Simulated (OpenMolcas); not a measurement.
Tc4+ (d3) among equal point charges was computed by CASSCF with the d shell active (OpenMolcas, ANO-RCC-VDZP on the metal). Its lowest spin-free states, and all those of the highest spin:

| 2S+1 | Degeneracy | E (cm-1) |
| --- | --- | --- |
| 4 | 2 | 0.0 |
| 4 | 1 | 2865 |
| 4 | 2 | 8248 |
| 2 | 2 | 12127 |
| 2 | 2 | 12894 |
| 4 | 2 | 15011 |
| 2 | 2 | 15340 |
| 2 | 2 | 15879 |
| 2 | 2 | 17918 |
| 2 | 2 | 19799 |
| 2 | 1 | 22034 |
| 4 | 2 | 22523 |
| 4 | 1 | 40587 |

Problem. Is the site octahedral, tetrahedral or cube-like, axial, or of lower symmetry?

Solution. The states with 2S+1 = 4 have orbital degeneracies 2, 1, 2, 2, 2, 1. There are pairs but no triples, so the site is axial: not cubic, but with a proper or improper axis of order three or more. The run had Tc4+ among 2 point charges of -2.5 e arranged as a linear pair (D∞h), 2.12 Å from the ion.

Without dynamic correlation the repulsion within the d shell is too large (B by tens of per cent), so at a given field states of lower spin stand too high. Point charges carry no covalency, so the field is a model and not that of real ligands. No measured value stands beside these numbers.
